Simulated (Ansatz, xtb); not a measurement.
# Relative energy of two structures of CInOSi−

We compare a, a singlet given by its coordinates, with b, a singlet given by its coordinates. Both are isolated ions in the gas phase, relaxed with PBE0-D3(BJ)/def2-SVPD.

a (Å):

```xyz
4

C    -1.7995   -1.1588   -0.8175
In    0.2777   -1.2097    0.9411
O    -2.0536   -2.2077   -1.3230
Si   -1.4739    0.4249   -0.1037
```

Close contacts (Å): C1–In2 2.72, C1–O3 1.19, C1–Si4 1.77, In2–Si4 2.61.

b (Å):

```xyz
4

C     0.0804   -1.6663   -0.0245
In   -2.0133   -1.5286    0.2110
O     1.6010   -3.6406    2.0570
Si    0.7837   -2.7153    1.1015
```

Close contacts (Å): C1–In2 2.11, C1–Si4 1.69, In2–Si4 3.17, O3–Si4 1.56.

Problem. Which of the two would you expect CCSD(T)/def2-SVPD + ΔMP2/def2-TZVPPD electronic energies to favour?

Solution. Structure a; the calculation gives E(b) − E(a) = +18.0 kcal/mol.

How the difference moves with the method:

```csv
level,geometry,E(b) − E(a) (kcal/mol),departure from the last row (kcal/mol),"job, with rough time for the two"
PBE0-D3(BJ)/def2-SVPD,PBE0-D3(BJ)/def2-SVPD,+31.5,+13.5,"optimisation, 2.7 min"
HF/def2-SVPD,PBE0-D3(BJ)/def2-SVPD,+27.8,+9.8,part of the CCSD(T) run
MP2/def2-SVPD,PBE0-D3(BJ)/def2-SVPD,+20.1,+2.1,part of the CCSD(T) run
CCSD(T)/def2-SVPD,PBE0-D3(BJ)/def2-SVPD,+23.4,+5.4,single point
CCSD(T)/def2-SVPD + ΔMP2/def2-TZVPPD,PBE0-D3(BJ)/def2-SVPD,+18.0,,"single point, 2.9 min"
```

None of the levels shown reverses the order. The largest departure from CCSD(T)/def2-SVPD + ΔMP2/def2-TZVPPD is that of PBE0-D3(BJ)/def2-SVPD, 13.5 kcal/mol. Levels run at GFN2-xTB geometries aren't shown. The last row adds to CCSD(T) the change of the MP2 difference between the two basis sets, here −5.4 kcal/mol, a large step that makes the value less sure.

With harmonic frequencies from PBE0-D3(BJ)/def2-SVPD (ideal gas, rigid rotor, one conformer each, 298.15 K, 1 atm): on the last row, ΔE + ΔZPE = +17.2, ΔH = +17.3, ΔG = +17.2 kcal/mol.

The T1 diagnostic of structures a and b is large, so the coupled-cluster value is less sure. The correlated steps freeze 11 core orbitals; the filled d shell of In is correlated, in a basis made for valence electrons. Atoms past krypton carry core potentials in the def2 sets and no spin–orbit term is included. Run with Ansatz 0.2.0; the last row on 1 thread of AMD EPYC (Zen 3) on a shared host.
